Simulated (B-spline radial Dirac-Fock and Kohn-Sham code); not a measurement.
# Ba²⁺ 2p3/2: cross section and angular parameters

System: barium as Ba²⁺ in the configuration 1s2 2s2 2p6 3s2 3p6 3d10 4s2 4p6 4d10 5s2 5p6; threshold 5256.1 eV (orbital energy of the model). Model: Dirac-Hartree-Slater photoionisation with a Latter tail; cross sections with all multipoles, angular parameters from the dipole term and its interference with E2. Program: a radial finite-basis atomic code.

For linearly polarised light dσ/dΩ = σ/(4π) [1 + β P₂(cos θ) + (δ + γ cos²θ) sin θ cos φ], with θ from the polarisation vector and φ the angle between the beam and the projection of the electron momentum on the plane normal to the polarisation.

```csv
hν (eV),σ (kb),β,γ,δ
5414.7,85.6,1.025,-0.483,-0.023
6940,43.8,1.475,0.114,0.038
9251.7,19.3,1.507,0.783,0.060
10700,12.6,1.486,1.084,0.071
12600,?,?,?,?
14100,5.50,1.412,1.606,0.097
15000,4.55,1.391,1.716,0.105
```

Q: Give the values at 12600 eV.

A: σ = 7.74 kb, β = 1.447, γ = 1.400, δ = 0.085.

Values without a named source are computed, but for edge energies of neutral atoms, which are taken from tables.
